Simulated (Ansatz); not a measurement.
C₄H₇F₃ (`FCCC(F)CF`). Total charge 0; spin multiplicity 1.

Z-matrix (Å, degrees):
```
C
C 1 1.507
F 1 1.387 2 109.8
H 1 1.093 2 111.0 3 118.9
H 1 1.093 2 111.3 3 -119.1
C 2 1.512 1 112.6 3 63.7
H 2 1.093 1 109.3 3 -175.1
H 2 1.094 1 109.4 3 -57.8
F 6 1.390 2 108.7 1 62.3
C 6 1.504 2 113.7 1 -176.0
H 6 1.097 2 110.3 1 -54.7
F 10 1.379 6 111.3 2 -49.5
H 10 1.095 6 109.6 2 70.3
H 10 1.093 6 110.0 2 -169.3
```

**Question.** List the harmonic frequencies (cm⁻¹, unscaled) at PBE0-D4/def2-TZVP in Ansatz. (Estimate.)

**Answer.** Ansatz gave: 61, 115, 128, 202, 244, 355, 424, 524, 678, 795, 888, 921, 993, 1017, 1101, 1110, 1150, 1166, 1250, 1262, 1290, 1339, 1378, 1410, 1424, 1425, 1452, 1484, 1507, 3053, 3066, 3066, 3069, 3116, 3117, 3126.

**Question.** Is this a minimum?

**Answer.** Yes, all 36 modes are real.

**Question.** Give the ideal-gas thermochemistry at 298.15 K and 1 bar (rigid rotor, harmonic oscillator; point group C1, symmetry number 1).

**Answer.** Zero-point energy 291.3 kJ/mol; H(298) − E = 313.5 kJ/mol; entropy 362.6 J/(mol·K), of which translation 167.7, rotation 117.2, vibration 77.6; G(298) − E = 205.4 kJ/mol. Modes under 100 cm⁻¹ are hindered rotations or soft bends, so the harmonic entropy is rough.

**Question.** And at 400, 500, 600, 800 and 1000 K?

**Answer.** 
```tsv
T (K)	H − E (kJ/mol)	S (J/mol/K)	G − E (kJ/mol)
400	326.6	400.1	166.5
500	342.2	434.9	124.7
600	360.3	467.9	79.6
800	402.3	528.0	-20.1
1000	449.9	581.0	-131.1
```
